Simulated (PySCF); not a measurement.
Species: C₅H₃BrO₂.
Bonds: C1–C2 (triple), C2–C3, C3–O4 (double), C3–O5, O5–C6, C6–C7 (double), C6–Br8. Hydrogens: H9 on C1; H10, H11 on C7.

Method used: PBE0-D3(BJ)/def2-SVP geometry optimisation, gas phase (PySCF 2.14.0).

Problem. What internal coordinates does the optimisation give?

Solution. 
| bond | length (pm) |
| --- | --- |
| C1≡C2 | 121.0 |
| C2–C3 | 144.8 |
| C3=O4 | 119.7 |
| C3–O5 | 135.5 |
| O5–C6 | 136.4 |
| C6=C7 | 133.2 |
| C6–Br8 | 188.3 |
| C1–H9 | 107.6 |
| C7–H10 | 108.8 |
| C7–H11 | 108.9 |

A selection of angles:
| angle | degrees |
| --- | --- |
| C1–C2–C3 | 177.2 |
| C2–C3–O4 | 124.7 |
| C2–C3–O5 | 109.3 |
| O4–C3–O5 | 126.0 |
| C3–O5–C6 | 124.2 |
| O5–C6–C7 | 129.1 |
| O5–C6–Br8 | 108.6 |
| C7–C6–Br8 | 122.3 |

Dihedral angles: C2–C3–O5–C6 -178° (antiperiplanar); C3–O5–C6–C7 -3° (synperiplanar).

The C–O distances run from 1.197 Å (C3=O4, drawn double) to 1.364 Å (O5–C6, drawn single), a spread of 0.167 Å. The 3 C–C bonds span 1.210 Å (C1≡C2, drawn triple) to 1.448 Å (C2–C3, drawn single), a spread of 0.238 Å. The 8 heavy atoms lie in one plane (0.018 Å rms). O5 (ester single-bonded oxygen) is bent (angle 124.2°). Of the pairs four or more bonds apart, O4···H10 is among the closest relative to their van der Waals radii: 2.20 Å, 81 % of the sum of Bondi's values.

No frequency check. One conformer, not necessarily the lowest.
